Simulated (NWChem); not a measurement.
The numbers come from NWChem runs, not from measurements. System: C$_{3}$H$_{7}$O$_{2}$, charge 0, spin multiplicity 2, displaced from the optimised geometry. The structure started from a generated list of species. Its SCF solution wasn't tested for a lower state.

Job file:

```
start mol
memory heap 200 mb stack 900 mb global 1100 mb
geometry units angstroms nocenter noautoz noautosym
  C      1.577730     0.168642     0.065003
  C      0.084953     0.541652    -0.155778
  O     -0.402576     1.500862     0.810664
  C     -0.857070    -0.698483    -0.006533
  O     -0.605518    -1.760020    -0.848326
  H      2.249004     1.055522    -0.103455
  H      1.738208    -0.199568     1.115426
  H      1.884102    -0.640182    -0.651138
  H     -0.043493     0.933769    -1.210656
  H      0.153985     2.311332     0.757077
  H     -0.804329    -1.082562     1.068930
  H     -1.946406    -0.375915    -0.091039
end
basis spherical
  * library def2-svp
end
dft
  xc pbe0
  odft
  mult 2
  semidirect memsize 60000000 filesize 0
  iterations 100
  convergence nodiis damp 40
end
task dft gradient
```

The output up to the point where the run's verdict is printed (cleaned and shortened):

```
             Northwest Computational Chemistry Package (NWChem) 7.3.0
             --------------------------------------------------------

                                NWChem Input Module
                                -------------------

 Scaling coordinates for geometry "geometry" by  1.889725989
 (inverse scale =  0.529177249)

                             Geometry "geometry" -> ""
                             -------------------------

 Output coordinates in angstroms (scale by  1.889725989 to convert to a.u.)

  No.       Tag          Charge          X              Y              Z
 ---- ---------------- ---------- -------------- -------------- --------------
    1 C                    6.0000     1.57773000     0.16864200     0.06500300
    2 C                    6.0000     0.08495300     0.54165200    -0.15577800
    3 O                    8.0000    -0.40257600     1.50086200     0.81066400
    4 C                    6.0000    -0.85707000    -0.69848300    -0.00653300
    5 O                    8.0000    -0.60551800    -1.76002000    -0.84832600
    6 H                    1.0000     2.24900400     1.05552200    -0.10345500
    7 H                    1.0000     1.73820800    -0.19956800     1.11542600
    8 H                    1.0000     1.88410200    -0.64018200    -0.65113800
    9 H                    1.0000    -0.04349300     0.93376900    -1.21065600
   10 H                    1.0000     0.15398500     2.31133200     0.75707700
   11 H                    1.0000    -0.80432900    -1.08256200     1.06893000
   12 H                    1.0000    -1.94640600    -0.37591500    -0.09103900

 Effective nuclear repulsion energy (a.u.)     180.3263926496

            Nuclear Dipole moment (a.u.)
            ----------------------------
        X                 Y               Z
 ---------------- ---------------- ----------------
    -0.0000056692    -0.0000037795     0.0000018897


 Summary of "ao basis" -> "" (spherical)
 ------------------------------------------------------------------------------
       Tag                 Description            Shells   Functions and Types
[...]
 d= 0,ls=0.5         73   -125.8655626199  6.45D+01  1.35D-01              64.4
                                                     1.30D-01
 d= 0,ls=0.5         74   -190.3976495679 -6.45D+01  1.35D-01              65.2
                                                     1.30D-01
 d= 0,ls=0.5         75   -125.8655626199  6.45D+01  1.35D-01              66.0
                                                     1.30D-01
 d= 0,ls=0.5         76   -190.3976495679 -6.45D+01  1.35D-01              66.8
                                                     1.30D-01
 d= 0,ls=0.5         77   -125.8655626199  6.45D+01  1.35D-01              67.6
                                                     1.30D-01
 d= 0,ls=0.5         78   -190.3976495679 -6.45D+01  1.35D-01              68.4
                                                     1.30D-01
 d= 0,ls=0.5         79   -125.8655626199  6.45D+01  1.35D-01              69.3
                                                     1.30D-01
 d= 0,ls=0.5         80   -190.3976495679 -6.45D+01  1.35D-01              70.1
                                                     1.30D-01
 d= 0,ls=0.5         81   -125.8655626199  6.45D+01  1.35D-01              71.0
                                                     1.30D-01
 d= 0,ls=0.5         82   -190.3976495679 -6.45D+01  1.35D-01              71.8
                                                     1.30D-01
 d= 0,ls=0.5         83   -125.8655626199  6.45D+01  1.35D-01              72.6
                                                     1.30D-01
 d= 0,ls=0.5         84   -190.3976495679 -6.45D+01  1.35D-01              73.4
                                                     1.30D-01
 d= 0,ls=0.5         85   -125.8655626199  6.45D+01  1.35D-01              74.2
                                                     1.30D-01
 d= 0,ls=0.5         86   -190.3976495679 -6.45D+01  1.35D-01              75.0
                                                     1.30D-01
 d= 0,ls=0.5         87   -125.8655626199  6.45D+01  1.35D-01              75.8
                                                     1.30D-01
 d= 0,ls=0.5         88   -190.3976495679 -6.45D+01  1.35D-01              76.7
                                                     1.30D-01
 d= 0,ls=0.5         89   -125.8655626199  6.45D+01  1.35D-01              77.5
                                                     1.30D-01
 d= 0,ls=0.5         90   -190.3976495679 -6.45D+01  1.35D-01              78.3
                                                     1.30D-01
 d= 0,ls=0.5         91   -125.8655626199  6.45D+01  1.35D-01              79.1
                                                     1.30D-01
 d= 0,ls=0.5         92   -190.3976495679 -6.45D+01  1.35D-01              79.9
                                                     1.30D-01
 d= 0,ls=0.5         93   -125.8655626199  6.45D+01  1.35D-01              80.7
                                                     1.30D-01
 d= 0,ls=0.5         94   -190.3976495679 -6.45D+01  1.35D-01              81.5
                                                     1.30D-01
 d= 0,ls=0.5         95   -125.8655626199  6.45D+01  1.35D-01              82.3
                                                     1.30D-01
 d= 0,ls=0.5         96   -190.3976495679 -6.45D+01  1.35D-01              83.1
                                                     1.30D-01
 d= 0,ls=0.5         97   -125.8655626199  6.45D+01  1.35D-01              83.9
                                                     1.30D-01
 d= 0,ls=0.5         98   -190.3976495679 -6.45D+01  1.35D-01              84.8
                                                     1.30D-01
 d= 0,ls=0.5         99   -125.8655626199  6.45D+01  1.35D-01              85.6
                                                     1.30D-01
 d= 0,ls=0.5        100   -190.3976495679 -6.45D+01  1.35D-01              86.4
                                                     1.30D-01
```

Convergence was not reached. The next line reads: Calculation failed to converge. NWChem stopped with the message: dft gradient failed.
